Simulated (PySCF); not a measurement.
**Ionisation energy of Ti by level of theory**

Ti [Ar] 3d2 4s2 (3F) → Ti⁺ [Ar] 3d2 4s1 (4F), as a difference of total energies. Computed with PySCF 2.14 in x2c-TZVPPall with one added diffuse shell each of s, p, d, f type (7s6p5d3f1g, 80 functions), with the spin-free X2C one-electron Hamiltonian (Gaussian nucleus). Correlated levels: valence: [Ar] frozen. The calculations carry no spin-orbit coupling.

```csv
method,ionisation energy (eV),error (eV)
UHF,5.560,-1.268
MP2 (valence),6.359,-0.469
SCS-MP2 (valence),6.528,-0.300
CCSD (valence),6.614,-0.214
CCSD(T) (valence),6.661,-0.167
```

Reference: 6.828 eV (measured; NIST levels, between the centres of gravity of the two terms).

Errors of the correlated levels include the incompleteness of this basis and the frozen core.
